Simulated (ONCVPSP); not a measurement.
**What one change does to a pseudopotential (technetium (Tc), ONCV)**

```json
{
  "Element": "technetium (Tc)",
  "Generator": "ONCVPSP 4.0.1",
  "Type": "optimised norm-conserving Vanderbilt (ONCV)",
  "Functional": "PBE",
  "Relativity": "scalar-relativistic",
  "Frozen core": "[Ar] 3d10",
  "Valence charge": "15",
  "Reference configuration": "4s2 4p6 4d5 5s1 (charge +1)",
  "Partial waves": "4s+5s: rc 1.75 bohr, ncon 3, nbas 7, qcut 7.2 1/bohr, 2 projectors; 4p: rc 1.65 bohr, ncon 5, nbas 10, qcut 10.2 1/bohr, 1 projector; 4d: rc 1.50 bohr, ncon 4, nbas 9, qcut 7 1/bohr, 1 projector",
  "Local potential": "polynomial inside 1.15 bohr (lpopt 5, dvloc0 0 Ha)",
  "Core correction": "polynomial model core, fcfact 0.5"
}
```

Change: d: rc 1.1; local potential polynomial inside 1.10 bohr (lpopt 5, dvloc0 0 Ha).

Cutoffs: the cutoffs (Ha) at which the residual kinetic energy of the hardest occupied pseudo-wave falls to 1 and 0.1 mHa per electron; they do not see the model core or the augmentation charge, which bear on the density cutoff. Errors are all-electron minus pseudo energies relative to the spin-unpolarised reference configuration.

Problem. How do hardness, ghosts and transferability respond?

Solution. The potential gets harder (32 Ha and 38 Ha → 32 Ha and 226 Ha); of the 4 tests that both files solve, the error grows in 1 and shrinks in 1 by more than 15 % and 0.3 meV (median size 0.5 → 1.2 meV); neither file shows a bound ghost. A smaller radius makes the pseudo-wave follow the all-electron one further in, where it bends more sharply, so more plane waves are needed.

```csv
quantity,base,changed
"cutoff, loose",32 Ha,32 Ha
"cutoff, tight",38 Ha,226 Ha
loose cutoff by channel,"s 17 Ha, p 32 Ha, d 21 Ha","s 17 Ha, p 32 Ha, d 28 Ha"
bound ghosts,none,none
GHOST(+) flags under 300 eV,s at 134.8 eV,s at 124.7 eV
"error for 4s2 4p6 4d5 5s2, meV [ΔE -8.15 eV]",+0.5,+0.6
"error for 4s2 4p6 4d5 5s0, meV [ΔE 14.85 eV]",-4.1,-3.9
"error for 4s2 4p6 4d4 5s0, meV [ΔE 43.56 eV]",-0.3,+1.8
"error for 4s2 4p6 4d5.5 5s1.5, meV [ΔE -8.79 eV]",+0.6,+0.2
s: phases at 1.77 bohr within 0.05 rad from the reference energy up to (Ha; the scan ends near 5),4.3,4.0
p: phases at 1.68 bohr within 0.05 rad from the reference energy up to (Ha; the scan ends near 5),0.8,0.8
"rms error of d²Exc/dni dnj with the model core, mHa",1.57,1.55
```
